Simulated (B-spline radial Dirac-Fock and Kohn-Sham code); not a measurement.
## Binding energies of Pb¹²⁺ at several levels of theory

System: Pb¹²⁺ in the configuration 1s2 2s2 2p6 3s2 3p6 3d10 4s2 4p6 4d10 4f14 5s2 5p6 5d2.

The density-functional columns are spherical, spin-unpolarised Dirac-Kohn-Sham results without Breit or QED terms: −ε is minus the orbital energy of the initial state and ΔSCF the difference of two total energies. The reference in the last column comes from Dirac-Fock ΔSCF + Breit + QED. All numbers are from a B-spline atomic structure program, in eV; a selection of levels is shown. The Kohn-Sham columns are given as differences from the reference. For the 1s level of heavy atoms much of the gap between ΔSCF and the reference is the Breit and QED part, -494.2 eV here; for other levels the error of the functional can be larger.

```
     level  LDA −ε − DF  LDA ΔSCF − DF  Dirac-Fock
    K (1s)       -166.0         +483.8     88237.5
   L1 (2s)       -180.3          -53.1     16105.4
L2 (2p1/2)       -123.3          +39.7     15437.5
L3 (2p3/2)       -145.8          -10.1     13273.0
   M1 (3s)       -104.1          -61.9      4092.7
M2 (3p1/2)        -83.9          -38.7      3794.5
M3 (3p3/2)        -83.7          -42.9      3306.2
M4 (3d3/2)        -60.5          -12.5      2821.8
M5 (3d5/2)        -62.4          -16.0      2719.7
   N1 (4s)        -60.9          -38.6      1130.5
N2 (4p1/2)        -52.0          -29.7      1000.9
N3 (4p3/2)        -51.5          -30.3       880.3
N4 (4d3/2)        -37.6          -16.6       668.7
N5 (4d5/2)        -37.6          -16.9       646.1
N6 (4f5/2)        -19.2           +1.3       370.9
N7 (4f7/2)        -19.4           +0.9       366.0
   O1 (5s)        -18.7           -5.5       369.1
O2 (5p1/2)        -11.7           +1.0       318.5
O3 (5p3/2)        -11.8           +0.1       292.3
 O4,5 (5d)         -9.1           +1.5       221.2
```

Values without a named source are computed, but for edge energies of neutral atoms, which are taken from tables.
